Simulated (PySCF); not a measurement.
PySCF job for ZrF₂I₂, SMILES [F][Zr]([F])([I])[I], multiplicity 1, PBE-D3(BJ)/def2-SVP. Geometry optimised at PBE-D3(BJ)/def2-SVP. The multiplicity is an assumed one; no other spin state was optimised. The structure was generated by enumeration; whether it is a known compound was not checked. The def2 effective core potentials stand for the cores of I, Zr; spin–orbit coupling is left out.

```python
import numpy as np
from pyscf import gto, scf, dft, df
from pyscf.hessian import thermo

mol = gto.M(
    atom='''
    Zr    0.00000000    0.00000000   -0.89015999
    F     0.00000000   -1.54694257   -1.98689456
    F     0.00000000    1.54694256   -1.98689456
    I    -2.21593867   -0.00000000    0.67330662
    I     2.21593867   -0.00000000    0.67330662
    ''',
    basis='def2-SVP',
    ecp={'I': 'def2-svp', 'Zr': 'def2-svp'},
    charge=0,
    spin=0,
    max_memory=1600,
    verbose=3,
)
mf = dft.RKS(mol, xc='pbe').density_fit(auxbasis='def2-universal-jkfit')
mf.disp = 'd3bj'
mf.grids.level = 3
mf.conv_tol = 1e-11
mf.max_cycle = 100
mf.kernel()

# [left out here: the lines that compute and print the analytic Hessian (its translational invariance restored by hand, since the grid's response is missing), thermochemistry and intensities]
```

It prints:

```
converged SCF energy = -842.105952168427

WARN: DFTD3 does not support analytical Hessian, using finite difference


WARN: Mole.unit (angstrom) is changed to Bohr

Mode                                 0                   1                   2
Irrep
Freq [cm^-1]                       50.2065             95.9793            112.8558
Reduced mass [au]                  89.9326             29.5717             20.1642
Force const [Dyne/A]                0.1336              0.1605              0.1513
Char temp [K]                      72.2360            138.0929            162.3744
Normal mode                   x     y     z       x     y     z       x     y     z
       0  Zr                 0.00 -0.00 -0.04    0.00 -0.06 -0.00    0.00  0.00 -0.00
       1   F                -0.00 -0.00 -0.04   -0.00  0.02 -0.12    0.16  0.00 -0.00
       2   F                 0.00  0.00 -0.04   -0.00  0.02  0.12   -0.16 -0.00 -0.00
       3   I                 0.05  0.00  0.02    0.00  0.02 -0.00    0.00  0.02 -0.00
       4   I                -0.05  0.00  0.02   -0.00  0.02 -0.00    0.00 -0.02  0.00
Mode                                 3                   4                   5
Irrep
Freq [cm^-1]                      120.1344            144.2514            220.5087
Reduced mass [au]                  23.8953             22.4733             61.4646
Force const [Dyne/A]                0.2032              0.2755              1.7609
Char temp [K]                     172.8467            207.5457            317.2629
Normal mode                   x     y     z       x     y     z       x     y     z
       0  Zr                 0.01  0.00  0.00    0.00 -0.00 -0.00    0.00 -0.00  0.07
       1   F                -0.14 -0.00  0.00   -0.00  0.09 -0.12   -0.00  0.06 -0.01
       2   F                -0.14  0.00 -0.00    0.00 -0.09 -0.12    0.00 -0.06 -0.01
       3   I                 0.02 -0.00 -0.02   -0.02  0.00  0.02    0.03  0.00 -0.02
       4   I                 0.02  0.00  0.02    0.02  0.00  0.02   -0.03  0.00 -0.02
Mode                                 6                   7                   8
Irrep
Freq [cm^-1]                      268.2515            675.9039            691.5119
Reduced mass [au]                  83.1818             21.2522             23.2561
Force const [Dyne/A]                3.5267              5.7204              6.5522
Char temp [K]                     385.9542            972.4752            994.9317
Normal mode                   x     y     z       x     y     z       x     y     z
       0  Zr                -0.09 -0.00  0.00   -0.00 -0.00 -0.04    0.00 -0.05  0.00
       1   F                 0.03  0.00 -0.00   -0.00  0.12  0.09   -0.00  0.12  0.08
       2   F                 0.03 -0.00 -0.00    0.00 -0.12  0.09   -0.00  0.12 -0.08
       3   I                 0.03  0.00 -0.02    0.00  0.00  0.00   -0.00  0.00 -0.00
       4   I                 0.03 -0.00  0.02   -0.00  0.00  0.00    0.00  0.00 -0.00
temperature 298.1500 [K]
pressure 101325.00 [Pa]
Rotational constants [GHz] 1.18148 0.37793 0.31923
Symmetry number 2
Zero-point energy (ZPE) 0.00542 [Eh]   14233.190 [J/mol]
                           tot       elec      trans        rot        vib
Entropy [J/mol/K]       401.894      0.000    182.929    128.498     90.468
Cv [J/mol/K]             87.589      0.000     12.472     12.472     62.646
Cp [J/mol/K]             95.904      0.000     20.786     12.472     62.646
Internal energy [J/mol]                      3718.434   3718.434  27010.805
Internal energy [Eh]   -842.09283  -842.10595
Enthalpy [J/mol]                             6197.391   3718.434  27010.805
Enthalpy [Eh]          -842.09189
Gibbs free energy [J/mol]                  -48342.842 -34593.192     37.861
Gibbs free energy [Eh] -842.13753
mode   freq/cm-1   IR/(km/mol)
   1       50.21         0.156
   2       95.98         3.109
   3      112.86         0.000
   4      120.13         0.911
   5      144.25         2.350
   6      220.51        16.457
   7      268.25        68.737
   8      675.90       119.324
   9      691.51       103.662
max |gradient| / (hartree/bohr): 0.00022530483928630198
APT charges: [ 2.0219 -0.5796 -0.5796 -0.4313 -0.4313]
```

The calculation finished and met its thresholds.
